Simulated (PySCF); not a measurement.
H2MoO4, multiplicity 1. Atoms are numbered in the order given.

```xyz
7

Mo     0.0000     0.0000    -0.0363
O      0.0000     1.3519    -1.0663
O      0.0000    -1.3519    -1.0663
O      1.5245     0.0000     1.0626
H      2.4607     0.0000     0.7919
O     -1.5245     0.0000     1.0626
H     -2.4607     0.0000     0.7919
```
Charge 0, spin multiplicity 1.

Geometry: PBE-D3(BJ)/def2-SVP. The geometry has at least one imaginary mode, so it is a saddle point at that level. The spin state was assumed, not searched. The isomer is the one that the SMILES or the coordinates give; other isomers of the formula were not compared. The def2 effective core potentials stand for the cores of Mo; spin–orbit coupling is left out. The values are those of a single conformer.

These are PBE-D3(BJ)/def2-SVP (PySCF) values and carry that method's errors.

Frequencies are harmonic and unscaled.

Problem. Give all harmonic wavenumbers and intensities. (The exact figures need the calculation; the answer reports its results.)

Solution. 
```csv
mode,ν (cm⁻¹),IR (km/mol),Raman (Å⁴/amu),depolarisation,moving atoms (share of kinetic energy)
1,155i,0.0,9.9,0.75,"H 92 %, O 8 %"
2,41,305.0,0.5,0.75,H 95 %
3,199,4.6,2.6,0.67,"O 75 %, H 15 %, Mo 10 %"
4,229,8.0,1.4,0.75,"O 75 %, Mo 22 %"
5,248,0.0,2.8,0.75,O 100 %
6,250,37.6,2.9,0.75,"O 68 %, Mo 17 %, H 15 %"
7,357,0.3,3.4,0.75,"O 92 %, Mo 8 %"
8,518,129.0,3.0,0.75,"H 62 %, O 38 %"
9,572,206.7,1.1,0.73,"H 81 %, O 17 %"
10,714,51.0,15.0,0.08,"O 82 %, Mo 10 %"
11,761,77.4,5.1,0.75,"O 57 %, Mo 24 %, H 19 %"
12,985,171.3,6.6,0.75,"O 81 %, Mo 18 %"
13,1002,90.4,23.6,0.02,"O 88 %, Mo 12 %"
14,3753,446.0,7.6,0.75,H 94 %
15,3757,5.3,260.7,0.28,H 94 %
```
